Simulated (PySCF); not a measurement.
B$_{3}$FH$_{5}$, CH$_{6}$B$_{2}$N (calculated)

Computed with PySCF 2.14.0. Calculation on a computer-drawn molecule: the log of a Hartree-Fock and frozen-core CCSD(T) single point meant for a local Hartree-Fock minimum, with one planted fault or none, to be diagnosed. Offsets are logged minus clean, where the clean run is the same molecule without the fault. The reference is restricted for singlets and unrestricted otherwise, and also for a bond in bohr or an excited solution. Adding or removing an electron swaps singlet and doublet. The excited solution moves the top pair (singlet) or top alpha electron (doublet) to the lowest empty orbital. Highest occupied and lowest empty are orbital energies over both spins, largest force is the largest gradient component, triples share is (T) over the correlation energy, the T1 limit is 0.02 restricted and 0.045 unrestricted, electrons count all cores, a negative frequency is imaginary (commonest isotopes), and the dipole is about the centre of nuclear charge.

Common to all runs: logged SCF converged yes; logged CC converged yes; logged SCF stable within its kind yes; possible faults no fault, one electron removed, one electron added, multiplicity raised by two, geometry at a saddle point, SCF held on an excited solution, minimal basis STO-3G, one bond length entered in bohr, all coordinates scaled.

```yaml
- entry: 1
  formula: B3FH5
  logged_structure:
    atoms_angstrom:
      - [B, -1.8559, 1.3539, -0.1014]
      - [B, -0.817, 0.7069, 1.0342]
      - [B, -0.6214, -1.0184, 1.2039]
      - [F, -1.4498, -1.8073, 0.2621]
      - [H, -3.0303, 1.559, 0.1232]
      - [H, -1.5161, 1.5964, -1.2405]
      - [H, -0.1681, 1.4283, 1.7745]
      - [H, 0.5827, -1.2956, 1.0159]
      - [H, -0.9263, -1.333, 2.3745]
  given:
    meant_charge: -1
    meant_multiplicity: 1
    meant_basis: aug-cc-pVDZ
    logged_electrons: 29
    logged_basis_functions: 137
    logged_spin_squared: 0.7692
    "logged_highest_occupied [eV]": -11.998
    "logged_lowest_empty [eV]": -1.3443
    "logged_largest_force [hartree/bohr]": 0.11633
    logged_T1_diagnostic: 0.023322
    logged_D1_diagnostic: 0.11441
    logged_triples_share: 0.02868
    "logged_dipole_magnitude [debye]": 3.7863
    "logged_energy_HF [hartree]": -176.30887
    "logged_energy_CCSD(T) [hartree]": -176.84116
    drawn_bonds_atom: [1, 2, 3, 1, 1, 2, 3, 3]
    drawn_bonds_other_atom: [2, 3, 4, 5, 6, 7, 8, 9]
    drawn_bonds_order: [1, 1, 1, 1, 1, 1, 1, 1]
  results:
    planted_fault: "one electron removed"
    "HF_energy_offset_from_clean_run [kcal/mol]": 62.39
    "CCSD(T)_energy_offset_from_clean_run [kcal/mol]": 80.81
- entry: 2
  formula: B3FH5
  logged_structure:
    atoms_angstrom:
      - [B, -1.8169, 1.3255, -0.0993]
      - [B, -0.7998, 0.6921, 1.0125]
      - [B, -0.6084, -0.997, 1.1786]
      - [F, -1.4194, -1.7694, 0.2566]
      - [H, -2.9667, 1.5263, 0.1206]
      - [H, -1.4843, 1.5629, -1.2145]
      - [H, -0.1645, 1.3983, 1.7372]
      - [H, 0.5705, -1.2684, 0.9946]
      - [H, -0.9069, -1.305, 2.3246]
  given:
    meant_charge: -1
    meant_multiplicity: 1
    meant_basis: aug-cc-pVDZ
    logged_electrons: 30
    logged_basis_functions: 137
    logged_spin_squared: 0.0
    "logged_highest_occupied [eV]": -4.1561
    "logged_lowest_empty [eV]": 3.5279
    "logged_largest_force [hartree/bohr]": 0.012061
    logged_T1_diagnostic: 0.018652
    logged_D1_diagnostic: 0.059022
    logged_triples_share: 0.028241
    "logged_dipole_magnitude [debye]": 2.9057
    "logged_energy_HF [hartree]": -176.40543
    "logged_energy_CCSD(T) [hartree]": -176.96597
    drawn_bonds_atom: [1, 2, 3, 1, 1, 2, 3, 3]
    drawn_bonds_other_atom: [2, 3, 4, 5, 6, 7, 8, 9]
    drawn_bonds_order: [1, 1, 1, 1, 1, 1, 1, 1]
  results:
    planted_fault: "all coordinates scaled, by -2.1 %"
    "HF_energy_offset_from_clean_run [kcal/mol]": 1.799
    "CCSD(T)_energy_offset_from_clean_run [kcal/mol]": 2.49
- entry: 3
  formula: B3FH5
  logged_structure:
    atoms_angstrom:
      - [B, -1.8559, 1.3539, -0.1014]
      - [B, -0.817, 0.7069, 1.0342]
      - [B, -0.6214, -1.0184, 1.2039]
      - [F, -1.4498, -1.8073, 0.2621]
      - [H, -3.0303, 1.559, 0.1232]
      - [H, -1.5161, 1.5964, -1.2405]
      - [H, -0.1681, 1.4283, 1.7745]
      - [H, 0.5827, -1.2956, 1.0159]
      - [H, -0.9263, -1.333, 2.3745]
  given:
    meant_charge: -1
    meant_multiplicity: 1
    meant_basis: aug-cc-pVDZ
    logged_electrons: 30
    logged_basis_functions: 137
    logged_spin_squared: 0.0
    "logged_highest_occupied [eV]": -4.2368
    "logged_lowest_empty [eV]": 3.5177
    "logged_largest_force [hartree/bohr]": 1.2405e-05
    "logged_lowest_frequency [cm^-1]": 80.396
    logged_T1_diagnostic: 0.018557
    logged_D1_diagnostic: 0.057783
    logged_triples_share: 0.028546
    "logged_dipole_magnitude [debye]": 3.0061
    "logged_energy_HF [hartree]": -176.4083
    "logged_energy_CCSD(T) [hartree]": -176.96994
    drawn_bonds_atom: [1, 2, 3, 1, 1, 2, 3, 3]
    drawn_bonds_other_atom: [2, 3, 4, 5, 6, 7, 8, 9]
    drawn_bonds_order: [1, 1, 1, 1, 1, 1, 1, 1]
  results:
    planted_fault: "no fault"
    "HF_energy_offset_from_clean_run [kcal/mol]": 0.0
    "CCSD(T)_energy_offset_from_clean_run [kcal/mol]": 0.0
- entry: 4
  formula: CH6B2N
  logged_structure:
    atoms_angstrom:
      - [B, -3.0969, 0.5188, -0.0421]
      - [B, -1.7895, -0.3861, -0.6368]
      - [C, -0.3309, -0.1732, -0.2913]
      - ["N", 0.6936, -0.8947, -0.8218]
      - [H, -3.6917, 0.21, 0.9614]
      - [H, -3.526, 1.486, -0.6218]
      - [H, -2.0433, -1.2917, -1.4063]
      - [H, 0.0101, 0.6055, 0.3845]
      - [H, 1.6005, -0.8622, -0.4067]
      - [H, 0.2897, -2.4673, -1.7848]
  given:
    meant_charge: 0
    meant_multiplicity: 2
    meant_basis: cc-pVDZ
    logged_electrons: 29
    logged_basis_functions: 86
    logged_spin_squared: 1.2103
    "logged_highest_occupied [eV]": -9.0673
    "logged_lowest_empty [eV]": 1.1877
    "logged_largest_force [hartree/bohr]": 0.084322
    logged_T1_diagnostic: 0.055864
    logged_D1_diagnostic: 0.25607
    logged_triples_share: 0.034586
    "logged_dipole_magnitude [debye]": 2.4251
    "logged_energy_HF [hartree]": -145.00259
    "logged_energy_CCSD(T) [hartree]": -145.52256
    drawn_bonds_atom: [1, 2, 3, 1, 1, 2, 3, 4, 4]
    drawn_bonds_other_atom: [2, 3, 4, 5, 6, 7, 8, 9, 10]
    drawn_bonds_order: [1, 1, 1, 1, 1, 1, 1, 1, 1]
  results:
    planted_fault: "one bond length entered in bohr, row 9 of the drawn bonds"
    "HF_energy_offset_from_clean_run [kcal/mol]": 74.45
    "CCSD(T)_energy_offset_from_clean_run [kcal/mol]": 76.12
  notes: ["T1 above single-reference limit"]
```
